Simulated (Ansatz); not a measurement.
The first iterations of a band of C$_{2}$H$_{8}$OSiTe (13 atoms, charge 0, multiplicity 1).

Method: RKS PBE0-D4/def2-SVP (Ansatz 0.2.0).

```
movable images  : 5
climbing image  : yes
spring          : 5.0 eV/Å²
optimiser       : quadratic models (default)
start path      : IDPP
force threshold : 0.05 eV/Å
iteration limit : 52
end points      : relaxed
```

First end point:

```xyz
13
Properties=species:S:1:pos:R:3
O 0.011 0.298 1.821
C 0.762 -0.183 0.759
Te 1.689 -2.125 1.343
C -0.008 -0.286 -0.541
Si -0.975 1.312 -0.904
H -0.725 -0.309 1.973
H 1.614 0.503 0.650
H 1.407 -2.840 -0.134
H -0.727 -1.125 -0.513
H 0.678 -0.490 -1.378
H -1.429 1.283 -2.329
H -0.095 2.501 -0.699
H -2.180 1.428 -0.032
```

Last end point:

```xyz
13
Properties=species:S:1:pos:R:3
O -0.131 0.117 1.672
C 0.560 -0.396 0.585
Te 1.332 -2.431 1.093
C -0.359 -0.393 -0.611
Si -1.136 1.322 -0.887
H 0.477 0.205 2.416
H 1.483 0.170 0.366
H 2.786 -2.173 0.323
H -1.174 -1.123 -0.477
H 0.195 -0.695 -1.513
H -1.665 1.395 -2.285
H -0.089 2.379 -0.722
H -2.259 1.588 0.056
```

| iteration | highest image above the first end (eV) | largest band force component (eV/Å) |
| --- | --- | --- |
| 1 | 0.299 | 0.733 |
| 2 | 0.263 | 0.314 |

**Question.** Does the band converge within its limit, and where does its top end?

**Answer.** The forces met the threshold. It ended after 7 iterations with the highest image 0.251 eV above the first end. A vibrational analysis at the climbing image gives 2 clearly imaginary modes (524i, 119i cm⁻¹): a point of higher order, so a lower path passes nearby. Another band between the same ends, with other settings, climbed to 0.10 eV only, so this may not be the lowest route.

The run took 2.7 min on 2 threads of Intel(R) Xeon(R) Platinum 8488C (Sapphire Rapids), with other jobs on the host, peak memory 0.36 GiB.
